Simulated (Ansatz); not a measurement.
`[F][In]([Cl])[O][SiH3]` → Cl• + F• + 3 H• + In• + O• + Si•  (atomization)

Gas-phase electronic energies from Ansatz, PBE0-D4/def2-TZVP geometries. CCSD(T)/CBS is the MP2 limit (def2-TZVPP, def2-QZVPP) plus CCSD(T) − MP2 in def2-TZVPP, frozen cores. This one scheme is used for every species, atoms too. Functionals use def2-TZVPP. B3LYP here is the variant with VWN-RPA as its local correlation; programs differ in this. HSE06 is defined as in plane-wave codes. No spin–orbit coupling; open shells (•) take unrestricted orbitals. Spin–orbit coupling would lower the free atoms: a little for Cl, F, O, Si; strongly for In. Elements past krypton have def2 core potentials. For In outer-core shells are correlated without core-valence functions, so the limit isn't a true one: a few kJ/mol of doubt a bond, and 10 to 20 or more in all where bonds break to atoms. Each species was taken in one conformer, which may not be the lowest.

```
             level  ΔE (kJ/mol)  difference from CCSD(T)/CBS
       LDA (SPW92)       2826.4                        313.2
         revPBE-D4       2407.9                       -105.3
           BLYP-D4       2442.0                        -71.2
         r2SCAN-D4       2486.6                        -26.6
            B97M-V       2496.7                        -16.5
           PBE0-D4       2430.2                        -83.0
          B3LYP-D4       2440.4                        -72.8
        r2SCANh-D4       2460.1                        -53.1
        r2SCAN0-D4       2423.1                        -90.1
          HSE06-D4       2431.5                        -81.7
          BHLYP-D4       2372.1                       -141.1
      CAM-B3LYP-D4       2476.6                        -36.6
           ωB97X-V       2507.0                         -6.2
           ωB97M-V       2486.7                        -26.5
            B2PLYP       2437.9                        -75.3
          PBE-QIDH       2445.2                        -68.0
               PBE       2464.8                        -48.4
            revPBE       2364.1                       -149.1
              BLYP       2404.6                       -108.6
            r2SCAN       2482.3                        -30.9
              PBE0       2414.8                        -98.4
             B3LYP       2411.3                       -101.9
           r2SCANh       2455.4                        -57.8
           r2SCAN0       2417.8                        -95.4
             HSE06       2416.8                        -96.4
             BHLYP       2345.5                       -167.7
         CAM-B3LYP       2460.5                        -52.7
           LC-ωPBE       2473.5                        -39.7
       HF/def2-SVP       1726.2                       -787.0
      MP2/def2-SVP       2362.5                       -150.7
     CCSD/def2-SVP       2259.6                       -253.6
  CCSD(T)/def2-SVP       2285.7                       -227.5
     HF/def2-TZVPP       1775.0                       -738.2
SCS-MP2/def2-TZVPP       2458.5                        -54.7
CCSD(T)/def2-TZVPP       2420.3                        -92.9
     HF/def2-QZVPP       1786.4                       -726.8
    MP2/def2-QZVPP       2543.9                         30.7
      HF/CBS(def2)       1788.0                       -725.2
     MP2/CBS(def2)       2579.5                         66.3
    CCSD/CBS(def2)       2467.7                        -45.5
       CCSD(T)/CBS       2513.2                            0
```

Largest T1 diagnostic among the species: 0.015.

At CCSD(T), def2-SVP lies −227.5 kJ/mol from the extrapolated value and def2-TZVPP −92.9 kJ/mol: correlation converges slowly with the basis, and small sets miss more of it in the bonded molecule than in its fragments. In def2-TZVPP, CCSD(T) changes the Hartree–Fock value by +645.3 kJ/mol (the triples alone add +45.5 kJ/mol) and MP2 by +711.6 kJ/mol; breaking electron pairs costs correlation energy, which Hartree–Fock lacks. The D4 term adds +29.1 kJ/mol with B3LYP and +15.4 kJ/mol with PBE0; it sums over pairs of atoms, weighted by their polarisabilities, and B3LYP, whose exchange is more repulsive, gets the larger term.

For atomizations the MP2-based limit and the directly extrapolated one differ by several kJ/mol either way, and by 10 to 25 for some Ge, Se and Sn compounds, so smaller differences from it don't rank the levels.
